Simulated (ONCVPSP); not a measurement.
Scattering properties, ONCV potential for xenon (Xe)

Xe, optimised norm-conserving Vanderbilt (ONCV), made with ONCVPSP 4.0.1 (LDA (Perdew-Wang 92), scalar-relativistic). Core [Ar] 3d10, reference 4s2 4p6 4d10 5s2 5p6. Waves: 4s+5s: rc 1.25 bohr, ncon 4, nbas 7, qcut 8.8 1/bohr, 2 projectors; 4p+5p: rc 1.35 bohr, ncon 4, nbas 7, qcut 9.8 1/bohr, 2 projectors; 4d: rc 1.00 bohr, ncon 5, nbas 9, qcut 15.6 1/bohr, 1 projector. Local part: polynomial inside 0.80 bohr (lpopt 4, dvloc0 -1 Ha). Core correction: Teter function fitted to the true core (icmod 2), fcfact 0.3.

The phase is arctan(r·R′/R) of the radial function R(r), unwrapped; energies in Ha, scanned from -9 to 5 Ha. A pole is an energy at which the radial function vanishes at the test radius. The pseudo phase is shifted by a multiple of π to meet the all-electron one at the reference energy, and phase errors are pseudo minus all-electron; the curves can meet again beyond the range given. Levels narrower than the energy grid can be missing from the lists of poles.

For each channel, where are the poles, and over which energies does the pseudopotential scatter like the atom?

```json
{"channel": "s", "radius (bohr)": "1.27", "reference energy (Ha)": "-0.73", "poles, all-electron": "-6.74", "poles, pseudo": "-6.74", "unbroken range about the reference energy with phases within 0.05 rad": "the whole range", "phase error 1 Ha above the reference energy (rad)": "-0.001"}
{"channel": "p", "radius (bohr)": "1.37", "reference energy (Ha)": "-0.31", "poles, all-electron": "-4.76", "poles, pseudo": "-4.76", "unbroken range about the reference energy with phases within 0.05 rad": "the whole range", "phase error 1 Ha above the reference energy (rad)": "-0.000"}
{"channel": "d", "radius (bohr)": "1.02", "reference energy (Ha)": "-2.18", "poles, all-electron": "1.45", "poles, pseudo": "1.40", "unbroken range about the reference energy with phases within 0.05 rad": "the whole range", "phase error 1 Ha above the reference energy (rad)": "-0.000"}
```

Phases in the d channel:

```json
{"E (Ha)": "-8.96", "all-electron": "1.144", "pseudo": "1.141"}
{"E (Ha)": "-8.24", "all-electron": "1.095", "pseudo": "1.093"}
{"E (Ha)": "-7.52", "all-electron": "1.030", "pseudo": "1.026"}
{"E (Ha)": "-6.80", "all-electron": "0.937", "pseudo": "0.933"}
{"E (Ha)": "-6.08", "all-electron": "0.796", "pseudo": "0.791"}
{"E (Ha)": "-5.36", "all-electron": "0.568", "pseudo": "0.561"}
{"E (Ha)": "-4.64", "all-electron": "0.193", "pseudo": "0.186"}
{"E (Ha)": "-3.92", "all-electron": "-0.318", "pseudo": "-0.323"}
{"E (Ha)": "-3.20", "all-electron": "-0.771", "pseudo": "-0.772"}
{"E (Ha)": "-2.48", "all-electron": "-1.063", "pseudo": "-1.063"}
{"E (Ha)": "-1.76", "all-electron": "-1.241", "pseudo": "-1.241"}
{"E (Ha)": "-1.04", "all-electron": "-1.357", "pseudo": "-1.357"}
{"E (Ha)": "-0.32", "all-electron": "-1.439", "pseudo": "-1.440"}
{"E (Ha)": "0.40", "all-electron": "-1.500", "pseudo": "-1.502"}
{"E (Ha)": "1.12", "all-electron": "-1.550", "pseudo": "-1.553"}
{"E (Ha)": "1.84", "all-electron": "-1.593", "pseudo": "-1.597"}
{"E (Ha)": "2.56", "all-electron": "-1.632", "pseudo": "-1.637"}
{"E (Ha)": "3.28", "all-electron": "-1.669", "pseudo": "-1.676"}
{"E (Ha)": "4.00", "all-electron": "-1.706", "pseudo": "-1.716"}
{"E (Ha)": "4.72", "all-electron": "-1.745", "pseudo": "-1.759"}
```
